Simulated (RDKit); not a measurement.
Input for RDKit: UFF on C2H4F2 (SMILES FCCF).

```python
from rdkit import Chem
from rdkit.Chem import AllChem, rdDetermineBonds

blocks = [
'''8

F    -1.35374919    0.84894211   -0.75138631
C    -0.74350900   -0.10792512    0.05260927
C     0.75179577   -0.00704527   -0.04399137
F     1.21022214    1.13578474    0.60267447
H    -1.06872486   -1.09462843   -0.28954993
H    -1.07638833    0.05374612    1.08006158
H     1.21114240   -0.87533441    0.43715017
H     1.06911107    0.04646026   -1.08756787
''',
]
mol = None
for b in blocks:
    f = Chem.MolFromXYZBlock(b)
    rdDetermineBonds.DetermineBonds(f, charge=0)
    mol = f if mol is None else Chem.CombineMols(mol, f)
Chem.SanitizeMol(mol)
print(Chem.MolToSmiles(Chem.RemoveHs(mol)))
ff = AllChem.UFFGetMoleculeForceField(mol, vdwThresh=100.0, ignoreInterfragInteractions=False)
e = ff.CalcEnergy()
print(f'UFF energy {e:.6f} kcal/mol')
```

It printed:

```
FCCF
UFF energy 1.398139 kcal/mol
```

The run finished.

Cost: roughly 0.03 core-seconds.
